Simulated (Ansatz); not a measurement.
Basis sets compared for GeMeI3 (CH3GeI3). Total charge 0; singlet. Geometry PBE-D4/def2-SVP. Ansatz on 2 threads of AMD EPYC 7R13 on a shared host; times are rough, and most runs start from earlier orbitals.

Cartesian coordinates in Å:
```
Ge -0.036 -0.350 -0.705
C 0.053 0.521 1.049
H 0.586 1.484 0.937
H 0.599 -0.143 1.745
H -0.979 0.692 1.409
I -1.242 -2.581 -0.502
I 2.315 -0.754 -1.589
I -1.297 1.131 -2.344
```

In the def2 sets I takes a core potential, while STO-3G treats all electrons; there is no spin–orbit coupling.

STO-3G and 6-31G are all-electron sets without relativity, so their totals don't compare with the def2 sets.

Binding counts from free atoms (Ge triplet, C triplet, H doublet, I doublet) in the same basis, without a counterpoise term.

```json
{"level": "HF/STO-3G", "functions": "107", "energy (Eh)": "-22643.1705", "HOMO (eV)": "-7.87", "LUMO (eV)": "4.76", "binding per atom (eV)": "–", "wall time": "2.7 s"}
{"level": "PBE-D4/def2-SVP", "functions": "139", "energy (Eh)": "-3009.4668", "HOMO (eV)": "-6.32", "LUMO (eV)": "-3.35", "binding per atom (eV)": "3.10", "wall time": "2.2 s"}
{"level": "PBE0-D4/def2-SVP", "functions": "139", "energy (Eh)": "-3009.6074", "HOMO (eV)": "-7.49", "LUMO (eV)": "-2.66", "binding per atom (eV)": "3.05", "wall time": "4.5 s"}
```

Question: Estimate the rows for HF/def2-TZVP, PBE-D4/def2-TZVP (with forces), PBE0-D4/def2-TZVP.

Answer: 
```json
{"level": "HF/def2-TZVP", "functions": "247", "energy (Eh)": "-3005.1230", "HOMO (eV)": "-10.04", "LUMO (eV)": "0.55", "binding per atom (eV)": "2.16", "wall time": "12 s"}
{"level": "PBE-D4/def2-TZVP (with forces)", "functions": "247", "energy (Eh)": "-3009.8040", "HOMO (eV)": "-6.43", "LUMO (eV)": "-3.42", "binding per atom (eV)": "3.10", "wall time": "6 s"}
{"level": "PBE0-D4/def2-TZVP", "functions": "247", "energy (Eh)": "-3009.9414", "HOMO (eV)": "-7.56", "LUMO (eV)": "-2.69", "binding per atom (eV)": "3.06", "wall time": "11 s"}
```
